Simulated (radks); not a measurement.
Q: Valence configurations of the iron ion Fe3+ (all share [Ar]). Calculated with a radial shooting solver on a logarithmic mesh with Libxc functionals: non-relativistic Kohn-Sham, PBEsol, spin-unpolarised, spherical densities, point nucleus. Order these by energy: 3d5; 3d4 4s1; 3d2.5 4p2.5; 3d4.5 4s0.5; 3d3 4p2; 3d4.5 4p0.5; 3d4 4p1; 3d0.5 4p4.5.

A: From the lowest, in eV above it: 3d5 0.000; 3d4.5 4s0.5 6.923; 3d4.5 4p0.5 10.478; 3d4 4s1 15.024; 3d4 4p1 22.361; 3d3 4p2 50.764; 3d2.5 4p2.5 67.492; 3d0.5 4p4.5 153.14. NIST lists [Ar] 3d5 as the ground configuration; this level of theory agrees among the configurations tried. The energies are those of spherical spin-averaged densities, not of single terms.
